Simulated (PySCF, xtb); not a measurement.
CHO2, SMILES [OH+]=C=O, charge +1.

GFN2-xTB (xtb) at its own geometry gives an orbital gap of 7.96 eV.

Geometry: PBE0-D3(BJ)/def2-TZVP. The isomer is the one that the SMILES or the coordinates give; other isomers of the formula were not compared.

### Question
What does PBE0/def2-TZVPD (PySCF) give? (An estimate is asked for; the answer gives what the named calculation found.)

### Answer
gap 11.12 eV (levels -19.60 and -8.48 eV).
